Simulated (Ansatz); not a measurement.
`FCC(F)(F)CCC1(F)CC(F)(F)CO1`, relaxed as a singlet with RKS PBE0-D4/def2-SVP in Ansatz, starting from the GFN2-xTB geometry. Force threshold 0.03 eV/Å.

Start:

```xyz
25

F    -0.1809   -2.9335    1.4608
C    -1.0168   -2.3540    2.3703
C    -0.5387   -0.9423    2.7454
F     0.2106   -1.0030    3.8813
F    -1.6445   -0.2221    3.1058
C     0.2434   -0.2067    1.6651
C    -0.5812   -0.0062    0.3942
C     0.1682    0.8704   -0.6034
F     0.4031    2.1102   -0.0018
C    -0.5771    1.1401   -1.9214
C     0.5456    1.1758   -2.9589
F     0.6351    2.3730   -3.5892
F     0.3353    0.2759   -3.9567
C     1.8247    0.8570   -2.1680
O     1.3882    0.3141   -0.9381
H    -1.0364   -2.9928    3.2589
H    -2.0123   -2.2915    1.9197
H     1.1451   -0.7770    1.4401
H     0.5343    0.7634    2.0733
H    -1.5246    0.4871    0.6349
H    -0.7772   -0.9645   -0.0864
H    -1.2737    0.3372   -2.1546
H    -1.1040    2.0919   -1.8900
H     2.4453    0.1125   -2.6675
H     2.3885    1.7849   -2.0135
```

```tsv
step	energy (eV)	largest force component (eV/Å)	SCF passes
1	-26760.7570	0.958	16
2	-26760.8172	0.257	19
3	-26760.8341	0.105	19
4	-26760.8472	0.180	18
5	-26760.8511	0.168	18
6	-26760.8532	0.024	20
```

Force components are those of the run's own axes.

End:

Cartesian coordinates in Å:
```
F -0.054 -3.065 1.760
C -1.026 -2.334 2.379
C -0.499 -0.955 2.735
F 0.317 -1.062 3.813
F -1.580 -0.226 3.132
C 0.247 -0.235 1.640
C -0.581 -0.003 0.388
C 0.142 0.858 -0.620
F 0.421 2.084 -0.030
C -0.587 1.138 -1.932
C 0.540 1.196 -2.956
F 0.633 2.395 -3.569
F 0.351 0.275 -3.933
C 1.804 0.886 -2.151
O 1.340 0.264 -0.975
H -1.341 -2.837 3.308
H -1.894 -2.232 1.709
H 1.144 -0.823 1.399
H 0.580 0.724 2.063
H -1.530 0.495 0.640
H -0.816 -0.960 -0.105
H -1.263 0.312 -2.187
H -1.148 2.079 -1.894
H 2.470 0.197 -2.685
H 2.330 1.828 -1.931
```

By distances, no bond broke or formed. The bond that changes most is C2–C3, from 1.54 to 1.52 Å (atoms count from 1).

No frequencies were taken in this run, so the end may be a saddle point.

It took 25 s on 6 threads of Intel Xeon 6975P-C on a shared host, peak host memory 1.2 GiB.
